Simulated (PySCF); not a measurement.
Working out the ionisation energy of Ca²⁺

Ca²⁺ [Ar] (1S) → Ca³⁺ [Ne] 3s2 3p5 (2P). Calculation: PySCF 2.14, in pcseg-2; the non-relativistic Hamiltonian (point nucleus). Frozen: [Ne] 3s2. Energies in hartree (1 hartree = 27.21139 eV):

```json
{"part": "UHF", "Ca²⁺ (lower)": "-676.139873", "Ca³⁺ (upper)": "-674.313594"}
{"part": "CCSD correlation", "Ca²⁺ (lower)": "-0.146708", "Ca³⁺ (upper)": "-0.104215"}
{"part": "(T)", "Ca²⁺ (lower)": "-0.000866", "Ca³⁺ (upper)": "-0.000317"}
```

What does Hartree-Fock give?

(-674.313594) − (-676.139873) = 1.826279 hartree = 49.696 eV.

What do CCSD and CCSD(T) give?

The CCSD correlation energies differ by 0.042493 hartree = 1.156 eV and the triples by 0.000549 hartree = 0.015 eV, so CCSD gives 50.852 eV and CCSD(T) 50.867 eV.

Reference: 50.913 eV (measured; NIST Atomic Spectra Database, ionization energies), between the lowest levels; spin-orbit coupling is absent from the calculation.

The calculation is non-relativistic.

What remains against the reference includes basis incompleteness, the frozen core and higher excitations.
